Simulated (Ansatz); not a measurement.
System: sum formula SnH3F, net charge 0, singlet state. SMILES: [F][SnH3]
Coordinates optimised at B3LYP-D3(BJ)/def2-TZVP (Ansatz, an electronic-structure program):
```xyz
5

F      1.6041    -0.2911     0.4041
Sn    -0.2491     0.0452    -0.0628
H     -0.2109     1.4949    -0.9596
H     -0.7176    -1.3174    -0.9745
H     -1.0525     0.1821     1.4351
```

Property: vertical triplet-singlet gap (E(triplet) - E(singlet); each state is the SCF solution reached for its spin; the molecule has degenerate orbitals, so one determinant may break the symmetry; for the triplet the Hartree-Fock reference is unstable and T1 is 0.053), in kcal/mol. Valence correlation only, unless marked. Open shells are spin-unrestricted. Spin-orbit coupling is left out. Frozen are the shells of the preceding noble gas and the d and f shells that filled before the atom's block. Past Kr the def2 sets carry scalar-relativistic core potentials. 

| level | program | vertical triplet-singlet gap (kcal/mol) |
|---|---|---|
| RI-HF/def2-QZVPPD | Ansatz | 160.6 |
| SVWN5/def2-TZVPD | Ansatz | 138.5 |
| PBE0/def2-TZVPD | Ansatz | 151.5 |
| CAM-B3LYP/def2-TZVPD | Ansatz | 157.7 |
| wB97X-V/def2-TZVPD | Ansatz | 164.5 |
| CCSD/def2-SVPD | Ansatz | 166.4 |
| CCSD/def2-TZVPPD | Ansatz | 166.0 |
| CCSD/def2-QZVPPD | Ansatz | 165.8 |
| CCSD(T)/def2-QZVPPD | Ansatz | 163.2 |
